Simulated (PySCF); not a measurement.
## TDDFT excited states: C7H5FO

Species: C7H5FO.
Geometry (GFN2-xTB, Å), atoms numbered from 1 in this order:
```xyz
14
C7H5FO angstrom
C      2.2896   -0.2311   -0.1341
C      0.9530   -0.0912   -0.0564
C      0.3330    1.2109    0.0824
C     -0.9955    1.3645    0.1610
C     -1.9286    0.2342    0.1135
O     -3.1359    0.3608    0.1828
C     -1.2599   -1.0759   -0.0281
F     -2.0623   -2.1505   -0.0771
C      0.0690   -1.2328   -0.1075
H      2.9466    0.6206   -0.0957
H      2.7515   -1.1980   -0.2370
H      0.9910    2.0679    0.1206
H     -1.4483    2.3397    0.2642
H      0.4961   -2.2196   -0.2110
```

Method used: TDDFT CAM-B3LYP/def2-SVPD, vertical, gas phase, core orbitals frozen in the response in PySCF.

Task: List the vertical singlet excitations with oscillator strengths and describe the spectrum.

Result: 

```tsv
state	E (eV)	E (kJ/mol)	λ (nm)	f	symmetry	main configurations (H = HOMO, L = LUMO)
S1	3.42	330	362.0	0.0000	–	H-1→L (92%)
S2	4.35	420	284.7	0.104	A′	H-2→L (68%), H→L (31%)
S3	4.73	457	261.9	0.518	A′	H→L (65%), H-2→L (31%)
S4	6.07	585	204.3	0.029	A′	H→L+1 (98%)
S5	6.34	612	195.5	0.0005	–	H-1→L+1 (92%)
S6	6.57	634	188.6	0.0001	–	H-4→L (88%)
S7	7.02	678	176.6	0.0017	–	H→L+2 (92%)
S8	7.09	684	174.9	0.0001	–	H-5→L (89%)
```

Triplets (Tamm–Dancoff): T1 2.26 eV, H→L (93%); T2 2.97 eV, H-1→L (89%); T3 3.35 eV, H-2→L (84%), H→L+1 (10%).

The lowest singlet lies at 3.42 eV (362 nm, ultraviolet) and is dark (f under 0.0005); its leading configuration is HOMO-1→LUMO (92%). The most intense listed level is S3 at 4.73 eV (262 nm, f = 0.518), 1.31 eV above S1. Löwdin shares by element: HOMO carbon 50% or more, oxygen 14% (atoms not listed hold the other 36%); LUMO carbon 45% or more, oxygen 16% (atoms not listed hold the other 39%). Of the 8 states listed, 3 reach f = 0.01 and 4 stay under 0.0005. The listed states span 3.66 eV, and the widest gap between neighbours is 1.33 eV (S3 to S4). Orbital energies (eV): HOMO-3 -12.12, HOMO-2 -9.60, HOMO-1 -9.22, HOMO -8.60, LUMO -1.99, LUMO+1 0.59, LUMO+2 1.11. No computed singlet lies in the visible range (380 to 750 nm); the lowest, at 362 nm, stands 0.16 eV above its violet end (3.26 eV); a Tamm–Dancoff triplet lies at 549 nm, without intensity as long as spin–orbit coupling is left out. Symmetry labels in Cs follow from the direction of the transition dipole and are given only for states with f of 0.002 or more. Only the lowest 8 singlets were computed, as vertical energies without vibronic structure.

The run took 54 s on one thread of an Arm Neoverse V2, no GPU, shared host.
